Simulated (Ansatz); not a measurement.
PBE exchange is replaced step by step with exact exchange (0 % is PBE, 25 % PBE0; no dispersion term), basis def2-SVP, Ansatz. System: Cu₅H₅. The state is a singlet with charge 0. Geometry: PBE-D4/def2-SVP, each spin state at its own.

The relaxed triplet has other bonds than the singlet, so its gap is one between isomers. The relaxed quintet has other bonds than the singlet, so its gap is one between isomers.

Geometry of the singlet:

Cartesian coordinates in Å:
```
Cu 0.404 -1.978 -0.088
Cu 0.078 1.625 1.189
Cu -0.336 -0.618 -1.889
Cu -0.825 1.543 -1.012
Cu 0.679 -0.587 1.812
H 0.927 0.909 2.362
H -1.049 0.739 -2.391
H 0.343 -2.070 -1.698
H 0.520 -2.167 1.513
H -0.741 2.603 0.202
```

Another isomer (singlet) lies 0.02 eV lower at PBE0-D4/def2-TZVP.

```json
{"exact exchange (%)": "10", "HOMO (eV)": "-6.03", "LUMO (eV)": "-2.03", "gap (eV)": "4.00", "triplet − singlet (kJ/mol)": "212.9", "quintet − singlet (kJ/mol)": "470.7"}
{"exact exchange (%)": "40", "HOMO (eV)": "-7.84", "LUMO (eV)": "-1.11", "gap (eV)": "6.73", "triplet − singlet (kJ/mol)": "268.0", "quintet − singlet (kJ/mol)": "571.3"}
```

Estimate the row for 15 %.


```
exact exchange (%)  HOMO (eV)  LUMO (eV)  gap (eV)  triplet − singlet (kJ/mol)  quintet − singlet (kJ/mol)
                15      -6.34      -1.88      4.46                       223.9                       488.9
```
